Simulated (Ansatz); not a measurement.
Geometry optimisation, Ansatz, RKS B3LYP-D4/def2-SVP.

Input file:

```yaml
crystal:
  periodic: [false, false, false]
  atoms:
    - { symbol: "N", position_ang: [-1.4858, -0.3614, -1.3141] }
    - { symbol: Sn, position_ang: [-0.6228, -0.976, 0.3983] }
    - { symbol: O, position_ang: [1.3373, -0.9152, 0.1156] }
    - { symbol: Si, position_ang: [1.3694, 0.461, 1.1337] }
    - { symbol: S, position_ang: [1.5547, 2.2413, -0.0257] }
    - { symbol: H, position_ang: [-1.5255, 0.7431, -1.2922] }
    - { symbol: H, position_ang: [-2.5079, -0.6075, -1.2601] }
    - { symbol: H, position_ang: [-0.9566, -2.5867, 0.9065] }
    - { symbol: H, position_ang: [2.0067, 0.2508, 2.4503] }
    - { symbol: H, position_ang: [0.9134, 1.6994, -1.1092] }
basis:
  gaussian: { orbitals: def2-SVP }
hamiltonian:
  xc: b3lyp
  dispersion: d4
relax:
  f_tol: 0.02
  max_steps: 50
```

Run as:

```bash
$ ansatz run input.yaml --threads 2 --pin off --max-ram 3072MiB --backend cpu --events-out ev --progress --plain --runs-dir out
```

Where does it end, and by what steps?

It converged. The force dipped under the threshold on the way, but the program's further checks kept it going. After 31 steps the energy has fallen by 0.959 eV; H7 moved furthest, 0.75 Å.

```
step  energy less start (eV)  largest force component (eV/Å)  accepted
   0                  0.0000                           2.620       yes
   2                 -0.6993                           1.063       yes
   4                 -0.8635                           0.805       yes
   6                 -0.9055                           0.284       yes
   8                 -0.9353                           0.115       yes
  10                 -0.9390                           0.060       yes
  12                 -0.9401                           0.063       yes
  14                 -0.9407                           0.079       yes
  16                 -0.9408                           0.039       yes
  18                 -0.9411                           0.050       yes
  20                 -0.9413                           0.052       yes
  22                 -0.9411                           0.355        no
  24                 -0.9434                           0.487       yes
  26                 -0.9489                           0.201       yes
  28                 -0.9563                           0.111       yes
  30                 -0.9589                           0.034       yes
  31                 -0.9591                           0.013       yes
```

```xyz
10
Properties=species:S:1:pos:R:3
N -1.975 -0.349 -0.938
Sn -0.847 -0.789 0.704
O 1.367 -0.910 -0.031
Si 1.474 0.342 0.955
S 1.778 2.313 0.207
H -1.881 0.571 -1.361
H -2.068 -1.058 -1.662
H -1.173 -2.487 0.853
H 2.107 0.313 2.299
H 1.300 2.004 -1.023
```

Whether the end is a true minimum wasn't checked by a vibrational analysis.

Time of the run: 4.2 min on 2 threads of Arm Neoverse N1, on a shared host, peak memory 0.31 GiB.
